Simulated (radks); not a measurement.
Problem. These are the eigenvalues of the occupied orbitals of an atom or ion with whole-number occupations (eV). Calculated with a radial shooting solver on a logarithmic mesh with Libxc functionals: Dirac Kohn-Sham, exchange-only LDA, spin-unpolarised, spherical densities, point nucleus.

1s1/2: -24130.81
2s1/2: -3531.255
2p1/2: -3278.102
2p3/2: -3118.966
3s1/2: -644.1709
3p1/2: -544.1641
3p3/2: -516.4287
3d3/2: -338.6569
3d5/2: -333.1220
4s1/2: -95.2642
4p1/2: -64.2549
4p3/2: -59.7344
4d3/2: -13.7961
4d5/2: -13.3168

Which element is it, and in what charge state? The configuration may be excited. Open shells, if any, are shared by 2j + 1.

Solution. Z = 46, palladium, charge +1: Pd+ in [Kr] 4d9. The list shows which subshells hold electrons but not how many an open one holds; the 1s level, -886.79 hartree, gives Z - s = 42.1 by -(Z - s)^2/2, which with screening and relativity narrows Z to a few neighbours, and the depths of the outer levels then fix element, charge and occupations together.
